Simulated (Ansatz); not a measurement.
Input file for Ansatz (a quantum-chemistry and plane-wave program): R-MP2/def2-QZVPP on BH2IO (SMILES OBI), a point of a torsion scan. Elements past Kr take the def2 small-core potentials; no spin–orbit coupling. Files ending in .json are basis or fitting sets from the Basis Set Exchange. The run froze 11 orbitals, filled d shells among them.

Ansatz 0.2 input:
```yaml
crystal:
  periodic: [false, false, false]
  atoms:
    - {symbol: O, position_ang: [-0.99052859, -0.29861872, -0.36903951]}
    - {symbol: B, position_ang: [-0.00429308, 0.54650903, -0.20445783]}
    - {symbol: I, position_ang: [1.05579611, 0.73831457, 1.63616655]}
    - {symbol: H, position_ang: [-1.28287815, -0.87562666, 0.34009501]}
    - {symbol: H, position_ang: [0.30076431, 1.21903518, -1.10879815]}
basis:
  gaussian:
    orbitals: def2-QZVPP.json
magnetization: {spin_polarized: false}
correlation: {method: mp2, electrons: outside_noble_gas}
scf: {lower_state_search: off}
```

The head of its log:

```
WARN ansatz: RAYON_NUM_THREADS=1 ignored (pool sized by the plan → 1); use --threads N
Functional definition: HF
these checks for a lower state are left out or cut short: stability, starts, cluster_reference, orbital_swaps, neighbouring_geometries, increment
integrals: 0.66 GiB planned
1571 factors; integrals over basis functions are off by at most 1.1e-3 eV
mean field: 0.88 GiB planned
mean field evaluation 1: about -10814.2026 eV, gradient 3.4e1 eV
mean field evaluation 2: about -10814.2748 eV, gradient 3.4e1 eV
mean field evaluation 4: about -10816.4755 eV, gradient 2.6e0 eV
mean field evaluation 8: about -10816.5090 eV, gradient 2.4e-1 eV
mean field -10816.50941195 eV, -397.4993891959 hartree, gradient 1.8e-6 eV, S^2 0.000000; 0 other end points of the search recorded, 0 dependent functions left out
11 core orbitals not correlated
reference -10816.50941195 eV, -397.4993891959 hartree; 9, 9 occupied and 236, 236 virtual orbitals, 1571 factors
```

**Question.** Predict the final total energy.

**Answer.** -398.0220 hartree.
